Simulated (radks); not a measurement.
Q: Coherent X-ray form factor from a spherical all-electron density. Method: Dirac Kohn-Sham, Slater X-alpha with alpha = 0.921, spin-unpolarised, spherical densities, point nucleus; computed with a radial shooting solver on a logarithmic mesh with Libxc functionals.

| sin(theta)/lambda (1/angstrom) | f0 (electrons) |
|---|---|
| 0.05 | 44.400 |
| 0.1 | 42.728 |
| 0.15 | 40.305 |
| 0.2 | 37.505 |
| 0.25 | 34.640 |
| 0.3 | 31.921 |
| 0.4 | 27.303 |
| 0.5 | 23.855 |
| 0.6 | 21.332 |
| 0.8 | 17.801 |
| 1 | 15.003 |
| 1.25 | 11.897 |
| 1.5 | 9.401 |
| 2 | 6.506 |

The species is in the configuration that NIST lists as its ground one. Which atom or ion scatters so?

A: The palladium ion Pd+, [Kr] 4d9. Extrapolating in s^2 from the first two rows gives f0(0) = 45.0, near the electron count 45; among species with that count, the fall with angle is slower the higher Z, and the table is that of Z = 46; from so few rows the species is fixed only to a neighbour or two.
